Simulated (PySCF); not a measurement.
CBr₃, SMILES Br[C](Br)Br, multiplicity 2. Atoms are numbered in the order given.

```xyz
4

C      0.0000     0.0000     0.2160
Br     1.5925     0.9194    -0.0123
Br    -1.5925     0.9194    -0.0123
Br     0.0000    -1.8389    -0.0123
```
Charge 0, spin multiplicity 2.

Geometry optimised at ωB97X-D3(BJ)/def2-SVP.

Level of theory: TDA-PBE/def2-SVPD (PySCF).

Vertical excitations; the highest root listed may be one member of a degenerate set. Gas-phase values at a fixed geometry.

Computed excitation energies, oscillator strengths and character:
```
state    energy (eV)  λ (nm)      f                                                    main pairs
-------  -----------  ------  -----  ------------------------------------------------------------
root 1          2.24     554  0.000                                              α HOMO→LUMO 99 %
root 2          3.45     359  0.000                                             β HOMO→LUMO 100 %
root 3          4.03     308  0.000                 α HOMO→LUMO+1, β HOMO−1→LUMO (degenerate set)
root 4          4.03     308  0.000                 α HOMO→LUMO+2, β HOMO−2→LUMO (degenerate set)
root 5          4.19     296  0.000                        α HOMO−1→LUMO 80 %, β HOMO→LUMO+1 20 %
root 6          4.28     290  0.034  α HOMO→LUMO+2, β HOMO−2→LUMO, β HOMO−3→LUMO (degenerate set)
root 7          4.28     290  0.034  α HOMO→LUMO+1, β HOMO−1→LUMO, β HOMO−4→LUMO (degenerate set)
root 8          4.50     275  0.027                                β HOMO−3→LUMO (degenerate set)
root 9          4.50     275  0.027                                β HOMO−4→LUMO (degenerate set)
root 10         4.66     266  0.000                        α HOMO−1→LUMO 20 %, β HOMO→LUMO+1 80 %
```
Unrestricted roots are not spin-pure.
